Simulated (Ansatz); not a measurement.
Relaxation of a periodic cell of 12 atoms, H2ClF (contents 3 HF + 3 HCl, density as packed 1.00 g/cm³ with natural masses), to a largest force component of 0.3 eV/Å in at most 15 steps.

All numbers below come from DFT PBE-D3(BJ), scalar-relativistic, plane waves, PAW in Ansatz 0.2.0. Settings: accuracy low, cutoff 420 eV, k mesh 1x1x1, fermi-dirac smearing 0.02 eV, no spin polarisation.

```xyz
12
Lattice="6.5460 0.0000 0.0000 0.0000 6.5460 0.0000 0.0000 0.0000 6.5460" Properties=species:S:1:pos:R:3
F 3.769 1.532 5.276
H 4.074 0.978 4.588
F 3.906 0.747 2.103
H 3.924 -0.171 2.270
F 4.950 3.960 4.765
H 4.712 4.347 3.949
Cl 1.813 5.943 4.449
H 1.889 6.430 5.630
Cl 0.289 2.316 0.027
H 1.193 2.612 0.883
Cl 6.508 5.236 2.104
H 5.376 4.844 2.556
```

Where does it end, and by what steps?

It converged. The threshold is loose, so the end isn't yet a minimum. The force dipped under the threshold on the way, but the program's further checks kept it going. Limits of this set-up: coarse k mesh, low accuracy level. After 13 steps the energy has fallen by 1.883 eV; Cl7 moved furthest, 1.20 Å.

```json
{"step": "0", "energy less start (eV)": "0.0000", "largest force component (eV/Å)": "0.488", "accepted": "yes"}
{"step": "1", "energy less start (eV)": "-0.2868", "largest force component (eV/Å)": "0.818", "accepted": "yes"}
{"step": "2", "energy less start (eV)": "-0.4424", "largest force component (eV/Å)": "1.983", "accepted": "yes"}
{"step": "3", "energy less start (eV)": "-0.7762", "largest force component (eV/Å)": "1.924", "accepted": "yes"}
{"step": "4", "energy less start (eV)": "-1.0810", "largest force component (eV/Å)": "2.040", "accepted": "yes"}
{"step": "5", "energy less start (eV)": "-1.2766", "largest force component (eV/Å)": "2.133", "accepted": "yes"}
{"step": "6", "energy less start (eV)": "-1.4642", "largest force component (eV/Å)": "1.033", "accepted": "yes"}
{"step": "7", "energy less start (eV)": "-1.5794", "largest force component (eV/Å)": "0.753", "accepted": "yes"}
{"step": "8", "energy less start (eV)": "-1.6954", "largest force component (eV/Å)": "0.794", "accepted": "yes"}
{"step": "9", "energy less start (eV)": "-1.7780", "largest force component (eV/Å)": "0.484", "accepted": "yes"}
{"step": "10", "energy less start (eV)": "-1.8213", "largest force component (eV/Å)": "0.829", "accepted": "yes"}
{"step": "11", "energy less start (eV)": "-1.8648", "largest force component (eV/Å)": "0.180", "accepted": "yes"}
{"step": "12", "energy less start (eV)": "-1.8648", "largest force component (eV/Å)": "0.181", "accepted": "yes"}
{"step": "13", "energy less start (eV)": "-1.8832", "largest force component (eV/Å)": "0.123", "accepted": "yes"}
```

```xyz
12
Lattice="6.5460 0.0000 0.0000 0.0000 6.5460 0.0000 0.0000 0.0000 6.5460" Properties=species:S:1:pos:R:3
F 3.667 1.183 4.974
H 3.763 1.311 4.024
F 3.810 1.254 2.459
H 4.477 0.576 2.206
F 4.416 3.929 3.911
H 3.670 4.320 4.392
Cl 2.150 5.198 5.322
H 2.758 6.380 5.194
Cl 0.824 2.097 0.429
H 1.954 1.934 1.038
Cl 5.741 5.703 1.886
H 5.173 4.888 2.763
```

Whether the end is a true minimum wasn't checked by a vibrational analysis.

Time of the run: 13 s on 1 thread of AMD EPYC 7R13 Processor (Zen 3), with other jobs on the host, peak memory 0.42 GiB.
